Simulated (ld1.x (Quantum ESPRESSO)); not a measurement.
Results of a calculation; reference values are marked as such.
# Potentials for C (Z = 6) compared

Generated with ld1.x 7.5 (TM, RRKJ, ultrasoft, PAW), atompaw 4.2 or ONCVPSP 4.0.1. The cutoff is in Ry: for ld1.x and atompaw files where the sum of valence levels is converged to 10 mRy in a Bessel basis, for ONCV files where the hardest occupied wave has 1 mHa per electron of residual kinetic energy. The error is the largest all-electron minus pseudo excitation energy over each file’s own four to seven test configurations (ionisations up to +4, promotions, holes and added fractions of an electron), all of which were solved. The labels leave out finer settings (local radius, basis sizes, second energies), which also bear on the numbers. Spin-polarised tests are not counted. The rows are a selection from randomly drawn settings: files with unsolved tests, undetermined cutoffs or missed reference levels are left out.

| potential | cutoff (Ry) | largest error (meV) | bound ghosts |
| --- | --- | --- | --- |
| TM semilocal, PBE, scalar-relativistic, rc 1.25/2.10 (sp), local p, core correction yes, reference 2s1.75 2p2.25 | 30 | +763 | none |
| ultrasoft, LDA (PZ), scalar-relativistic, rc 0.95/1.55/1.35 (spd), local d, core correction no, reference 2s2 2p1 | 35 | +225 | none |
| RRKJ, PBE, non-relativistic, rc 1.25/1.80/1.40 (spd), local s, core correction yes, reference 2s2 2p2 | 35 | +488 | none |
| TM, PBE, non-relativistic, rc 0.90/1.75 (sp), local p, core correction yes, reference 2s2 2p2 | 45 | +427 | none |

(1) Fill in the row for C: TM, LDA (PZ), scalar-relativistic, rc 1.20/1.65/1.35 (spd), local s, core correction yes, reference 2s2 2p0.

(2) Fill in the row for C: ultrasoft, LDA (PZ), non-relativistic, rc 1.00/2.15 (sp), local smoothed, core correction yes, reference 2s2 2p1.5.

(3) Fill in the row for C: PAW, PBE, scalar-relativistic, rc 1.05/2.90/2.80 (spd), local smoothed, core correction yes, reference 2s2 2p2.

Results:

(1) cutoff 35 Ry, largest error +225 meV, bound ghosts: none.

(2) cutoff 30 Ry, largest error +158 meV, bound ghosts: none.

(3) cutoff 25 Ry, largest error -23 meV, bound ghosts: none.
